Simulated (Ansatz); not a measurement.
Relaxation of CHBSe (4 atoms, charge 0, multiplicity 1), to a largest force component of 0.02 eV/Å in at most 50 steps.

Theory: RKS PBE/def2-SVP in Ansatz 0.2.0.

```xyz
4
Properties=species:S:1:pos:R:3
B -0.313 0.676 -0.370
C 0.196 -0.432 0.250
Se 0.857 -1.846 1.006
H -0.739 1.603 -0.886
```

**Question.** Where does it end, and by what steps?

**Answer.** The run converged. After 3 steps the energy has fallen by 0.054 eV; H4 moved furthest, 0.05 Å.

```csv
step,energy less start (eV),largest force component (eV/Å),accepted
0,0.0000,1.367,yes
1,-0.0500,0.374,yes
2,-0.0539,0.035,yes
3,-0.0540,0.015,yes
```

```xyz
4
Properties=species:S:1:pos:R:3
B -0.314 0.676 -0.370
C 0.209 -0.457 0.257
Se 0.864 -1.863 1.019
H -0.759 1.643 -0.906
```

Whether the end is a true minimum wasn't checked by a vibrational analysis.

Run time: 33 s on 1 thread of Intel(R) Xeon(R) Platinum 8488C (Sapphire Rapids), with other jobs on the host, peak memory 0.15 GiB.
